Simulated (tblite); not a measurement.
Species: C4H6F4O3.
Numbering: `[CH3:1][O:2][C@@H:3]([O:4][CH2:5][F:6])[O:7][C:8]([F:9])([F:10])[F:11]` (hydrogens: H12, H13, H14 on C1; H15 on C3; H16, H17 on C5)

Computed with GFN2-xTB (tblite), gas phase: L-BFGS steps from a force-field or distance-geometry start until the largest atomic force falls under 0.01 eV/Å.

Step 7: E = -1163.9753 eV
```
atom  x, y, z in Å  |  force x, y, z in eV/Å
C1      1.6999   -1.4498    0.4405    0.017  -0.007  -0.017
O2      1.2574   -0.4919   -0.5115   -0.088   0.022   0.038
C3      0.0174    0.0059   -0.2538   -0.014   0.047   0.054
O4     -0.2466    1.0879   -1.0803   -0.064   0.016   0.123
C5      0.4982    2.2072   -0.7535    0.017  -0.015  -0.023
F6      0.2324    2.6082    0.5281   -0.014   0.039  -0.011
O7     -0.9727   -0.9874   -0.5236   -0.085   0.021   0.094
C8     -2.0902   -0.8385    0.1759   -0.071   0.015  -0.001
F9     -2.9677   -1.7664   -0.1656    0.029  -0.020  -0.059
F10    -2.6799    0.3494    0.0274   -0.021  -0.025  -0.026
F11    -1.8943   -0.9679    1.5065    0.021  -0.038  -0.043
H12     2.7152   -1.6935    0.1452    0.036  -0.062   0.006
H13     1.6916   -1.0224    1.4496   -0.008  -0.018  -0.030
H14     1.0657   -2.3378    0.4086    0.052  -0.027   0.027
H15    -0.0918    0.2988    0.8160    0.092  -0.025  -0.044
H16     1.5747    1.9971   -0.7985    0.073   0.105  -0.028
H17     0.1839    3.0130   -1.4209    0.027  -0.026  -0.061
```

Step 8: E = -1163.9780 eV
```
atom  x, y, z in Å  |  force x, y, z in eV/Å
C1      1.6998   -1.4511    0.4401    0.013   0.002  -0.022
O2      1.2562   -0.4922   -0.5115   -0.094  -0.017   0.032
C3      0.0168    0.0055   -0.2527   -0.018   0.052   0.099
O4     -0.2476    1.0894   -1.0762   -0.037  -0.002   0.105
C5      0.5005    2.2076   -0.7535   -0.001  -0.011  -0.014
F6      0.2336    2.6123    0.5274   -0.001   0.039  -0.026
O7     -0.9764   -0.9863   -0.5206    0.025   0.057   0.034
C8     -2.0939   -0.8370    0.1765   -0.016  -0.002  -0.004
F9     -2.9638   -1.7694   -0.1712   -0.025   0.009  -0.017
F10    -2.6829    0.3512    0.0273   -0.036  -0.068  -0.002
F11    -1.8937   -0.9692    1.5065   -0.039  -0.023  -0.046
H12     2.7157   -1.6924    0.1421    0.014  -0.064   0.025
H13     1.6902   -1.0228    1.4492    0.006  -0.026  -0.040
H14     1.0663   -2.3407    0.4110    0.067  -0.001   0.010
H15    -0.0877    0.2981    0.8182    0.072  -0.031  -0.051
H16     1.5791    2.0010   -0.7977    0.017   0.094  -0.034
H17     0.1806    3.0081   -1.4248    0.052  -0.007  -0.049
```

Task: Estimate the geometry and energy of step 9. (The exact step hangs on the optimiser's Hessian estimate; all steps are aligned on step 8, rigid shifts and turns removed.)

Result: E = -1163.9801 eV, largest force 0.106 eV/Å
```
atom  x, y, z in Å  |  force x, y, z in eV/Å
C1      1.7001   -1.4520    0.4394    0.010   0.003  -0.020
O2      1.2539   -0.4928   -0.5110   -0.058  -0.044   0.004
C3      0.0159    0.0060   -0.2504   -0.011   0.033   0.097
O4     -0.2492    1.0907   -1.0713   -0.011  -0.002   0.067
C5      0.5022    2.2078   -0.7538   -0.013   0.008  -0.005
F6      0.2345    2.6161    0.5263    0.013   0.045  -0.033
O7     -0.9787   -0.9846   -0.5176    0.084   0.061  -0.019
C8     -2.0970   -0.8361    0.1769    0.024  -0.020  -0.011
F9     -2.9615   -1.7716   -0.1758   -0.057   0.024   0.009
F10    -2.6859    0.3515    0.0270   -0.054  -0.078   0.015
F11    -1.8939   -0.9707    1.5059   -0.082  -0.014  -0.028
H12     2.7164   -1.6930    0.1403   -0.005  -0.052   0.031
H13     1.6893   -1.0235    1.4483    0.018  -0.025  -0.034
H14     1.0681   -2.3429    0.4130    0.064   0.005  -0.003
H15    -0.0832    0.2971    0.8194    0.043  -0.020   0.004
H16     1.5827    2.0058   -0.7978   -0.027   0.071  -0.035
H17     0.1794    3.0045   -1.4286    0.061   0.004  -0.038
```

The energy changes by -0.0021 eV. The first-order estimate −F·Δx gives -0.0028 eV and the mean of the old and new forces, exact on a quadratic surface, -0.0020 eV. The step makes an angle of 53° with the force vector and moves no atom by more than 0.006 Å.

What follows is the cost of the whole relaxation. The run took 0.89 s wall, 1.8 s CPU on 2 threads of an Intel Xeon Platinum 8488C, no GPU, shared host.
